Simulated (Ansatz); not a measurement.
`Cl[SiH]1C=C1` + `[OH][SnH2][F]` → `F[SiH]1C=C1` + `[OH][SnH2][Cl]` at 700 K and 1 bar (redistribution).

Computed with Ansatz on PBE0-D4/def2-TZVP structures; ΔE is electronic, products minus reactants. CCSD(T)/CBS is the MP2 limit (def2-TZVPP, def2-QZVPP) plus CCSD(T) − MP2 in def2-TZVPP, frozen cores. Elements past krypton have def2 core potentials. For Sn outer-core shells are correlated without core-valence functions, which leaves a few kJ/mol of doubt a bond. One conformer a species, not always the lowest.

```
         species  CCSD(T)/CBS energy (Eh)  H − E (kJ/mol)  S (J/(mol·K))
  `Cl[SiH]1C=C1`               -826.74464           162.0          378.1
 `[OH][SnH2][F]`               -390.83308           129.4          387.4
   `F[SiH]1C=C1`               -466.77275           163.4          363.0
`[OH][SnH2][Cl]`               -750.83217           128.8          401.2
```

H − E and S are ideal-gas, rigid-rotor, harmonic terms from PBE0-D4/def2-TZVP, for one conformer and one mirror image of each species. 1 Eh = 2625.50 kJ/mol, R = 8.31446 J/(mol·K).

Problem. By hand: ΔE, ΔH, ΔS and ΔG.

Solution. ΔE = (-466.77275) + (-750.83217) − (-826.74464) − (-390.83308) = -0.02720 Eh = -71.4 kJ/mol. Δ(H − E) = 163.4 + 128.8 − 162.0 − 129.4 = 0.8, so ΔH = -70.6 kJ/mol. ΔS = 363.0 + 401.2 − 378.1 − 387.4 = -1.3 J/(mol·K). ΔG = -70.6 − 700 × (-1.3)/1000 = -69.7 kJ/mol.

Problem. By hand: the equilibrium constant, and the temperature at which ΔG would vanish if ΔH and ΔS stayed fixed.

Solution. log₁₀ K = −ΔG/(RT ln 10) = 5.2. ΔG = 0 at ΔH/ΔS = 54308 K, far beyond where these terms or the molecules hold.

The number of gas molecules stays the same, so ΔS is small and ΔH decides. A doubt of 5 kJ/mol in ΔE shifts log₁₀ K by 0.4 here. Other conformers and mirror images would add mixing entropy, several J/(mol·K) or more a flexible species. These are equilibria of isolated gas molecules and say nothing of rates. Largest T1 diagnostic: 0.014 (customary marks: 0.02 for closed shells, 0.045 for open ones).
